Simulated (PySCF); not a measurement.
## Where the electron goes

C5H7NP2.
Structure used (GFN2-xTB), in Å, numbered top down from 1:
```xyz
15
C5H7NP2 angstrom
C     -2.5632   -0.8223    0.5092
C     -2.0467    0.3111    0.0661
C     -1.3593    0.4568   -1.2424
P      0.5027    0.6395   -1.1132
P      0.7808    0.1448    0.8374
C      2.6722    0.2994    0.8814
C      3.2584   -0.5872   -0.0758
N      3.6934   -1.3135   -0.8456
H     -2.5307   -1.7259   -0.0772
H     -3.0434   -0.8909    1.4695
H     -2.0923    1.2084    0.6709
H     -1.7152    1.3436   -1.7758
H     -1.5426   -0.4122   -1.8817
H      3.0105    0.0278    1.8852
H      2.9708    1.3286    0.6700
```

Computed with PySCF, TDDFT CAM-B3LYP/def2-SVPD, vertical, gas phase, core orbitals frozen in the response.

Frontier orbitals with the atoms that hold most of them (Löwdin shares over 4%, at most four atoms; ? is withheld):

```tsv
orbital	ε (eV)	atoms
LUMO+2	0.86	C1 16%, P4 16%, C2 16%, C6 10%
LUMO+1	0.70	P5 20%, C1 14%, P4 13%, C2 12%
LUMO	-1.77	?
HOMO	?	P4 44%, P5 34%, C3 6%, C6 5%
HOMO-1	-8.65	?
HOMO-2	-8.86	C1 30%, C2 27%, P5 12%, P4 10%
HOMO-3	-10.39	N8 26%, C7 18%, P5 16%, C6 15%
```

(1) Give the leading atoms of the LUMO.

(2) Give the leading atoms of the HOMO-1.

(3) What is the HOMO energy, and the HOMO–LUMO gap?

Answers

(1) P4 (bonded to C and P) 42%; P5 (bonded to C and P) 40%; C6 (bonded to C, P and 2 H) 6%; C3 (bonded to C, P and 2 H) 6%. By element: phosphorus 82%, carbon 12% or more.

(2) P5 (bonded to C and P) 41%; P4 (bonded to C and P) 35%; C3 (bonded to C, P and 2 H) 6%; C6 (bonded to C, P and 2 H) 5%. By element: phosphorus 75%, carbon 12% or more.

(3) ε(HOMO) = -8.58 eV; the gap is 6.81 eV (0.2504 hartree).

Question: How does S1 compare with the orbital gap of 6.81 eV?

Answer: S1 is at 3.17 eV (f = 0.0003), 3.64 eV below the gap, made of HOMO→LUMO (91%). 

Question: One configuration dominates each of S1, S2 and S3. Which, and how do the shares of the two leading atoms of either orbital change from the occupied to the empty one?

Answer: 
- S1 (3.17 eV, f 0.0003), HOMO→LUMO (91%): P4 44% → 42%, P5 34% → 40%
- S2 (4.05 eV, f 0.0058), HOMO-2→LUMO (83%): C1 30% → at most 6%, C2 27% → at most 6%, P4 10% → 42%, P5 12% → 40%
- S3 (4.23 eV, f 0.083), HOMO-1→LUMO (75%): P5 41% → 40%, P4 35% → 42%

One conformer stands for the species.
